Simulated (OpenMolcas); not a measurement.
Pr.

```
Program             : OpenMolcas
Method              : CASSCF
Basis               : ANO-RCC-VTZP [8s7p5d3f2g1h]
Scalar Hamiltonian  : DKH2, point nucleus
Active space        : 3 electrons in 7 orbitals (4f)
State averaging     : 2S+1 = 4 odd, 35 roots; 2S+1 = 2 odd, 112 roots (89 in the spin-orbit step)
Spin-orbit coupling : RASSI with atomic mean-field integrals over the reference wave functions, term energies averaged over their components
```

Levels without dynamic correlation, in cm-1 above 4f3 6s2 4I* 9/2:

| Level | E |
| --- | --- |
| 4f3 6s2 4F* 3/2 | 13375 |
| 4f3 6s2 2H* 9/2(1) | 13454 |
| 4f3 6s2 4S* 3/2 | 14866 |
| 4f3 6s2 2K* 13/2 | 20221 |
| 4f3 6s2 4G* 5/2 | 20484 |

On this reference, MS-CASPT2, IPEA 0.25 Eh, imaginary shift 0.1 Eh (closed shells correlated: 5s 5p 6s) puts 4f3 6s2 4F* 3/2 at 11290 cm-1.

Question: Estimate the other levels at that method by one scale factor, and say how well it serves.

Answer: The factor is 11290 / 13375 = 0.844. Scaled values beside those that MS-CASPT2 gives:
| Level | Scaled | MS-CASPT2 | Miss (%) |
| --- | --- | --- | --- |
| 4f3 6s2 2H* 9/2(1) | 11355 | 9130 | +24.4 |
| 4f3 6s2 4S* 3/2 | 12547 | 12760 | -1.7 |
| 4f3 6s2 2K* 13/2 | 17067 | 16440 | +3.8 |
| 4f3 6s2 4G* 5/2 | 17288 | 18140 | -4.7 |
For these levels the scaled values miss MS-CASPT2 by up to 24.4 %, as correlation changes each term by its own factor, spin-orbit parts do not scale and CASPT2 has its own spread within terms. This holds within one configuration; levels of others move differently, and the target method has errors of its own against measurement.

CASPT2 does not keep the components of a term degenerate, so their means are used; among the terms shown or strongly mixed into the levels shown the widest spread is 1800 cm-1 (4f3 6s2 4I*, MS-CASPT2). Over all roots computed the reference weight is 0.80 to 0.85 in MS-CASPT2; the roots of lowest weight are the least certain, and an intruder state may touch them. High states are left out of the spin-orbit mixing, which shifts the levels that they would mix with. With the s shell closed, the reference lacks s² → p² mixing. Without dynamic correlation excited terms often stand tens of per cent too high (terms of higher spin than the ground term too low), and those without a measured partner can miss by more than the paired ones (holds for CASSCF). Blocks of more than 70 roots (2S+1 = 2 odd) ran without multistate coupling (holds for MS-CASPT2). The CASPT2 spread within a term exceeds the gap to the next term for 4f3 6s2 4S* and 4f3 6s2 4F*, so the order of their levels is uncertain, and so are names and mixing where such terms share a J (holds for MS-CASPT2). Only configurations of the active space appear.

A number in round brackets counts repeated terms of one configuration in the order of the reference energies. * marks odd parity.
